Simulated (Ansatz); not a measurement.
Gas-phase electronic energies from Ansatz, PBE0-D4/def2-TZVP geometries. CBS: MP2 limit from def2 TZ/QZ plus the TZ coupled-cluster correction, frozen cores. This one scheme is used for every species, atoms too. DFT in def2-TZVPP. B3LYP here is the variant with VWN-RPA as its local correlation; programs differ in this. Open shells (•) are unrestricted, without spin–orbit coupling. Spin–orbit coupling would lower the free atoms: a little for C, F, O. One conformer a species, not always the lowest.

Consider the atomization: `FC[C@@H](F)[C@@H](F)OC(F)F` → 4 C• + 5 F• + 5 H• + O•.

`FC[C@@H](F)[C@@H](F)OC(F)F`:

Cartesian coordinates in Å:
```
F 2.145 -2.241 -0.927
C 1.543 -1.004 -0.899
C 0.996 -0.746 0.480
F 2.026 -0.510 1.363
C 0.071 0.454 0.528
F 0.680 1.547 -0.042
O -1.069 0.134 -0.194
C -2.128 0.991 -0.029
F -3.046 0.635 -0.924
F -2.659 0.839 1.203
H 2.287 -0.248 -1.159
H 0.730 -0.993 -1.630
H 0.441 -1.622 0.830
H -0.160 0.720 1.564
H -1.856 2.042 -0.163
```

```
  level  ΔE (kcal/mol)
 B97M-V         1452.5
PBE0-D4         1464.0
   PBE0         1458.1
  B3LYP         1435.7
```

Question: What does CCSD(T)/CBS give? (Estimate.)

Answer: The calculation gave: +1453.9 kcal/mol. The listed levels differ from it by -1.4, 10.1, 4.2, -18.2 kcal/mol.

Largest T1 diagnostic among the species: 0.012.

From PBE to PBE0 (25 % exact exchange), in def2-TZVPP and without D4, ΔE moves by −48.1 kcal/mol: exact exchange takes away binding that semilocal exchange gives to molecules. Leaving LDA and LC-ωPBE aside and taking each functional with its dispersion term where it has one, the values, not all of them listed here, spread over 133.2 kcal/mol, from BHLYP-D4 to PBE-D4. LDA lies +238.7 kcal/mol from PBE without D4, its usual overbinding. At CCSD(T), def2-SVP lies −68.1 kcal/mol from the extrapolated value and def2-TZVPP −39.3 kcal/mol: correlation converges slowly with the basis, and small sets miss more of it in the bonded molecule than in its fragments.

For atomizations the MP2-based limit and the directly extrapolated one differ by several kJ/mol either way, and by 10 to 25 for some Ge, Se and Sn compounds, so smaller differences from it don't rank the levels.
